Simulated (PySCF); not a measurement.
## Bond curve of SmSi

Set-up: PySCF, spin-free X2C with a Gaussian nucleus, basis sets Sm x2c-TZVPall, Si x2c-TZVPall. Energies in eV from Sm (4f6 6s2) + Si in their ground configurations at the same level. All curves are PBE0. state 1: Ms = 4 determinant of mixed spin, about 6.0 electrons in the 4f shell (Mulliken), real f orbitals that mix terms; state 2: Ms = 3 determinant of mixed spin, about 6.0 electrons in the 4f shell (Mulliken), real f orbitals that mix terms, a second solution, started from another occupation.

```csv
R (Å),state 1,state 2
2.478,-1.265,-0.947
2.594,-1.578,-1.238
2.709,-1.750,-1.400
2.796,-1.810,-1.454
2.882,-1.826,-1.465
2.969,-1.807,-1.443
3.084,-1.743,-1.376
3.228,-1.621,-1.252
3.401,-1.443,-1.075
3.631,-1.189,-0.828
```

**Question.** Put a parabola through the three lowest points of the state 1 curve and estimate Re, k and ωe (reduced mass 23.63 u; 1 eV/Å² = 0.16022 mdyn/Å; ωe = 1302.8·√(k/μ) cm⁻¹).

**Answer.** Through R = 2.796, 2.882, 2.969 Å the second-order coefficient is 2.34 eV/Å², so Re ≈ 2.879 Å, k ≈ 0.749 mdyn/Å and ωe ≈ 232 cm⁻¹. A polynomial fit of higher order to the unrounded PBE0 energies gives Re = 2.874 Å, k = 0.751 mdyn/Å, ωe = 232 cm⁻¹; anharmonicity and rounding make the difference.

The higher-order fit for each curve: state 1: Re = 2.874 Å, ωe = 232 cm⁻¹, De = 1.83 eV; state 2: Re = 2.864 Å, ωe = 233 cm⁻¹, minimum 1.47 eV below the ground-state fragments.

⟨S²⟩ of the unrestricted solution departs from its pure value on part of the curve, where spin states mix. Spin–orbit coupling is left out, which matters for elements this heavy, above all for dissociation energies. The state is the lowest single determinant that the PBE0 search found; with open d or f shells the true ground state can be another one.
